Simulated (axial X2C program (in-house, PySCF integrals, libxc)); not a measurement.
# Worked dissociation energy of TiCl⁺: PBE0, scalar-relativistic

Calculated with an in-house all-electron X2C program for linear molecules (integrals from PySCF). Spin-free means the one-electron spin-free X2C Hamiltonian. Basis: Ti dyall-cv3z [10s10p6d4f2g], Cl dyall-av3z [9s8p3d2f] (cores contracted in-house); Gaussian nuclei, density fitting, unrestricted open shells. Masses: Ti 47.948 u, Cl 34.969 u.

Molecular state: M_S = 1, Λ = 2 (beyond evenly filled blocks: σα, δ+α).

```
E(Ti+) (2M_S = 3, M_L = 2) : -853.288312 hartree
E(Cl) (2M_S = 1, M_L = 0)  : -461.434162 hartree
E(TiCl⁺) at Re             : -1314.874321 hartree
ωe                         : 485.7 cm⁻¹
ωexe                       : 1.41 cm⁻¹
```

Question: Work out De and D0.

Answer: De = -853.288312 + (-461.434162) − (-1314.874321) = 0.15185 hartree = 4.132 eV. The zero-point energy is ωe/2 − ωexe/4 = 243 cm⁻¹ = 0.030 eV, so D0 = 4.102 eV.

Occupations by symmetry block were frozen at the best pattern of an incomplete PBE0 search. Dissociation energies refer to the lowest single-determinant-based atoms at the same level and basis. PBE0 can misorder states that lie within some tenths of an eV, so this need not be the ground state of the molecule. The nearest other spin-free determinant of the search, M_S = 1, Λ = 0, lies 0.11 eV up at the distance of the search. The functionals have no current-density term, which raises determinants with orbital currents, atoms included.

Each atomic determinant is the lowest at this level and need not be a pure term. Totals compare only within one Hamiltonian and basis.
